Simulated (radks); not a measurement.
Task: Species: the antimony ion Sb2+. Configuration: [Kr] 4d10 5s1 5p1 6s1 (not the ground configuration). All-electron calculation, Dirac Kohn-Sham, Wu-Cohen GGA, spin-unpolarised, spherical densities, finite nucleus; open shells fill j = l - 1/2 first; Fermi nuclear charge, rms radius 4.6802 fm. Program: a radial shooting solver on a logarithmic mesh with Libxc functionals.

Spin-orbit splittings of the eigenvalues, e(l+1/2) - e(l-1/2), with zeta = 2 splitting/(2l+1) and mean radii in bohr:

| shell | occ. | splitting (eV) | zeta (eV) | <r> j=l-1/2 | <r> j=l+1/2 |
|---|---|---|---|---|---|
| 2p | 6 | 251.9 | 167.9 | 0.1033 | 0.1087 |
| 3p | 6 | 46.46 | 30.97 | 0.3209 | 0.3322 |
| 3d | 10 | 9.657 | 3.863 | 0.3034 | 0.3070 |
| 4p | 6 | ? | ? | 0.8315 | 0.8606 |
| 4d | 10 | 1.263 | 0.5054 | 1.012 | 1.025 |
| 5p | 1 | 1.012 | 0.6746 | 2.338 | 2.418 |

Estimate the 4p splitting.

Result: 8.634 eV (zeta = 5.756 eV).
